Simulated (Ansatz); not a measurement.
`BN=C` and `B/N=C\Cl` differ in one atom or group.

Ansatz, PBE0-D4/def2-TZVP geometries, multiplicity 1. 

```
                                                                                  property  `BN=C`
                                                     HOMO–LUMO gap (B3LYP/def2-TZVPP) / eV    6.53
ideal-gas entropy at 298 K and 1 bar (rigid rotor, harmonic PBE0-D4/def2-TZVP) / J/(mol·K)     254
                                            size of the dipole moment (PBE/def2-TZVPP) / D    2.05
                                                        HOMO energy (PBE0/def2-TZVPP) / eV   -7.92
                                                         LUMO energy (PBE/def2-TZVPP) / eV   -2.00
                                                     LUMO energy (ωB97M-V/def2-TZVPP) / eV    1.28
```

**Question.** What does the change do to each property? (Estimate.)

**Answer.** Computed: 
```csv
property,`B/N=C\Cl`,shift
HOMO–LUMO gap (B3LYP/def2-TZVPP) / eV,6.90,0.37
"ideal-gas entropy at 298 K and 1 bar (rigid rotor, harmonic PBE0-D4/def2-TZVP) / J/(mol·K)",295,41
size of the dipole moment (PBE/def2-TZVPP) / D,1.30,-0.75
HOMO energy (PBE0/def2-TZVPP) / eV,-8.41,-0.49
LUMO energy (PBE/def2-TZVPP) / eV,-2.09,-0.09
LUMO energy (ωB97M-V/def2-TZVPP) / eV,1.14,-0.14
```

With PBE0 the HOMO falls by 0.49 eV and the LUMO falls by 0.15 eV, so the gap widens by about 0.34 eV. PBE moves the HOMO by -0.52 eV and ωB97M-V by -0.34 eV. Dipoles are sizes alone; their direction can turn.

B3LYP here is the variant with VWN-RPA as its local correlation; programs differ in this.
